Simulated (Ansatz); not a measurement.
C2H9AlSi can be A, `C[CH2][AlH][SiH3]`, or B, `[CH3][AlH][SiH2]C`.

Program: Ansatz. Geometries: PBE0-D4/def2-TZVP. ΔE: electronic, gas phase. CCSD(T)/CBS is the MP2 limit (def2-TZVPP, def2-QZVPP) plus CCSD(T) − MP2 in def2-TZVPP, frozen cores. DFT in def2-TZVPP. B3LYP here is the variant with VWN-RPA as its local correlation; programs differ in this. Each species was taken in one conformer, which may not be the lowest.

(1) Which is lower in electronic energy at CCSD(T)/CBS, and by how much? (An estimate is asked.)

(2) Give E(B) − E(A) in kJ/mol with B3LYP, HF/def2-TZVPP, B3LYP-D4, ωB97M-V, B2PLYP, PBE0-D4, CCSD/def2-TZVPP. (An estimate is asked.)

Largest T1 diagnostic: 0.011.

## Answers

(1) The calculation gave: B, by 50.3 kJ/mol.

(2) Computed: B3LYP -50.7, HF/def2-TZVPP -47.1, B3LYP-D4 -49.4, ωB97M-V -51.1, B2PLYP -50.9, PBE0-D4 -50.0, CCSD/def2-TZVPP -48.2. None reverses the order clearly.
